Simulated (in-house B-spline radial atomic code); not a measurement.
The numbers below are computed, except where a source is named.
**Softness against transferability: the 5p channel of In**

In, [Kr] 4d10 5s2 5p1, non-relativistic LDA (VWN5), spherical and spin-unpolarised, from an all-electron radial atomic-structure program (B-spline basis) (atomic units). The all-electron 5p level is ε = -0.101783 hartree, its outermost node lies just inside 1.18 bohr and its outer maximum at 2.86 bohr.

Troullier-Martins pseudo-orbitals are made for several radii. The cutoffs (hartree) are the plane-wave energies beyond which the orbital holds less than the named kinetic energy per electron. The phase error is the difference, pseudo minus all-electron, of arctan(R P'/P) at R = 3.9 bohr for all radii, half a hartree below and above the level.

```json
{"r_c (bohr)": "2.15", "V_l(0) (hartree)": "-1.14", "cutoff for 10 mEh": "1.04", "for 1 mEh": "4.5", "for 0.1 mEh": "12.3", "phase error at ε − 0.5 (mrad)": "-0.2", "at ε + 0.5 (mrad)": "-7.7"}
{"r_c (bohr)": "2.49", "V_l(0) (hartree)": "0.43", "cutoff for 10 mEh": "1.04", "for 1 mEh": "4.38", "for 0.1 mEh": "6.77", "phase error at ε − 0.5 (mrad)": "-0.2", "at ε + 0.5 (mrad)": "-5.4"}
{"r_c (bohr)": "2.86", "V_l(0) (hartree)": "0.09", "cutoff for 10 mEh": "1.04", "for 1 mEh": "3.92", "for 0.1 mEh": "5.92", "phase error at ε − 0.5 (mrad)": "-0.2", "at ε + 0.5 (mrad)": "-7.4"}
{"r_c (bohr)": "3.23", "V_l(0) (hartree)": "-0.30", "cutoff for 10 mEh": "0.98", "for 1 mEh": "2.88", "for 0.1 mEh": "4.74", "phase error at ε − 0.5 (mrad)": "-0.5", "at ε + 0.5 (mrad)": "-13.7"}
{"r_c (bohr)": "3.6", "V_l(0) (hartree)": "-0.53", "cutoff for 10 mEh": "0.98", "for 1 mEh": "1.55", "for 0.1 mEh": "3.81", "phase error at ε − 0.5 (mrad)": "-0.9", "at ε + 0.5 (mrad)": "-23.5"}
```

Which radius needs the lowest cutoff for 0.1 mEh while both phase errors stay within 7.8 mrad?

The radii within that limit are 2.15, 2.49, 2.86 bohr; of these r_c = 2.86 needs the least, 5.92 hartree, that is 11.8 Ry or 161 eV.

What does the larger radius buy, and what does it cost?

From r_c = 2.15 to 3.6 bohr the cutoff for 1 mEh goes from 4.5 to 1.55 hartree, a factor of 2.90, against 2.80 for a pure 1/r_c² scaling, end to end; step by step it is 4.5, 4.38, 3.92, 2.88, 1.55, and for 0.1 mEh 12.3, 6.77, 5.92, 4.74, 3.81; the number of plane waves goes as the cutoff to the power 3/2, here a factor of 4.9. The larger of the two phase errors is least at r_c = 2.49 bohr, 5.4 mrad; it is 7.7 at the smallest radius and 23.5 at the largest. These errors test the reference atom alone. Large radii also let the cores of neighbours overlap, which an atom doesn't show.
